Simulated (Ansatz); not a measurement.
One change: `ClB(Cl)[Si](Cl)(Cl)Cl` becomes `C=CO[Si](Cl)(Cl)Cl`.

Ansatz, PBE0-D4/def2-TZVP geometries, multiplicity 1. Each molecule was computed in one conformer, which needn't be the lowest.

```
                             property  `ClB(Cl)[Si](Cl)(Cl)Cl`
HOMO–LUMO gap (B3LYP/def2-TZVPP) / eV                     5.58
  HOMO energy (B3LYP/def2-TZVPP) / eV                    -8.44
HOMO energy (ωB97M-V/def2-TZVPP) / eV                   -10.74
    HOMO energy (PBE/def2-TZVPP) / eV                    -7.37
 HOMO–LUMO gap (PBE0/def2-TZVPP) / eV                     5.93
   HOMO energy (PBE0/def2-TZVPP) / eV                    -8.66
```

Q: Give the same properties after the change, and the shifts. (Best estimate.)

A: Computed: 
```csv
property,`C=CO[Si](Cl)(Cl)Cl`,shift
HOMO–LUMO gap (B3LYP/def2-TZVPP) / eV,7.10,1.52
HOMO energy (B3LYP/def2-TZVPP) / eV,-7.34,1.10
HOMO energy (ωB97M-V/def2-TZVPP) / eV,-9.85,0.89
HOMO energy (PBE/def2-TZVPP) / eV,-6.37,1.00
HOMO–LUMO gap (PBE0/def2-TZVPP) / eV,7.57,1.64
HOMO energy (PBE0/def2-TZVPP) / eV,-7.57,1.09
```

With PBE0 the HOMO rises by 1.09 eV and the LUMO rises by 2.74 eV, so the gap widens by about 1.65 eV. PBE moves the HOMO by 1.00 eV and ωB97M-V by 0.89 eV.

Positive LUMOs are unbound, so they and the gaps depend on the basis.

B3LYP here is the variant with VWN-RPA as its local correlation; programs differ in this.
